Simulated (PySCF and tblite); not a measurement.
Values are calculated unless marked as measured or tabulated.
C9H16S, numbered as in [CH3:1][S:2][C@@H:3]1[CH2:4][CH2:5][C@@H:6]2[CH2:7][CH2:8][CH2:9][C@H:10]12. Conformers came from 150 starts (ETKDG and KDG, MMFF94s, GFN2-xTB); geometries are GFN2-xTB. Weights use PBE0-D3(BJ)/6-31G* energies plus GFN2-xTB zero-point and thermal terms (modes under about 100 cm⁻¹ blended into free rotors). Symmetry numbers and mirror images are counted. Conformers within 2.5 kcal/mol (GFN2-xTB free energy) were kept, 6 at most. GIAO shieldings: PBE0/6-31G*. Shifts are against TMS (¹H), TMS (¹³C) at the same level; of two unlike H on one atom, a is the less shielded. Run with PySCF (density fitting) and tblite.

Torsions listed: C1–S2–C3–C4. The 5-ring runs over atoms 3–4–5–6–10. The 5-ring runs over atoms 6–7–8–9–10.

```tsv
conformer	shape	point group	mirror pair	ΔE(DFT)	Δ(G−E) at 250 K	δ H9a (ppm)
1	5-ring envelope (ring torsions 40, -24, -1, 26, -41°); 5-ring envelope (ring torsions 40, -40, 25, 0, -25°); -168°	C1	no	0.00	0.00	2.20
2	5-ring envelope (ring torsions 40, -24, -1, 26, -41°); 5-ring envelope (ring torsions 40, -40, 25, 0, -24°); -77°	C1	no	0.18	-0.12	1.83
3	5-ring between envelope and twist (ring torsions 30, -9, -16, 35, -40°); 5-ring between envelope and twist (ring torsions -40, 30, -9, -15, 34°); -174°	C1	no	0.72	0.04	2.92
4	5-ring between envelope and twist (ring torsions 31, -10, -15, 34, -40°); 5-ring twist (ring torsions -40, 31, -11, -14, 33°); -80°	C1	no	1.27	-0.07	2.08
5	5-ring envelope (ring torsions -42, 27, -2, -23, 40°); 5-ring envelope (ring torsions -38, 39, -24, 1, 23°); -86°	C1	no	1.30	0.12	2.49
6	5-ring between envelope and twist (ring torsions -38, 20, 6, -29, 42°); 5-ring between envelope and twist (ring torsions 42, -37, 18, 8, -31°); -84°	C1	no	2.34	-0.27	2.38
```

Energies in kcal/mol; the thermal term leaves out symmetry numbers and mirror images.

Problem. Work out the weights at 250 K and the ¹H shift of H9a under fast exchange.

Solution. RT = 0.497 kcal/mol. Each conformer gets RT ln(σ/g), with σ the rotational symmetry number and g = 2 for a mirror pair: 1: σ = 1, g = 1, G = 0.00 + 0.00 + 0.00 = 0.00, 0.00 above the lowest, exp(−ΔG/RT) = 1.000; 2: σ = 1, g = 1, G = 0.18 − 0.12 + 0.00 = 0.06, 0.06 above the lowest, exp(−ΔG/RT) = 0.880; 3: σ = 1, g = 1, G = 0.72 + 0.04 + 0.00 = 0.77, 0.77 above the lowest, exp(−ΔG/RT) = 0.214; 4: σ = 1, g = 1, G = 1.27 − 0.07 + 0.00 = 1.20, 1.20 above the lowest, exp(−ΔG/RT) = 0.090; 5: σ = 1, g = 1, G = 1.30 + 0.12 + 0.00 = 1.42, 1.42 above the lowest, exp(−ΔG/RT) = 0.058; 6: σ = 1, g = 1, G = 2.34 − 0.27 + 0.00 = 2.08, 2.08 above the lowest, exp(−ΔG/RT) = 0.015. The sum is 2.256, so the weights are 44.3, 39.0, 9.5, 4.0, 2.6, 0.7 %. The averaged shift is 2.13 ppm. At 298.15 K it is 2.15 ppm. At 298.15 K the leading conformer alone gives 2.20 ppm and bare DFT energies give 2.18 ppm.

For its torsions the set is small; conformers may be missing.
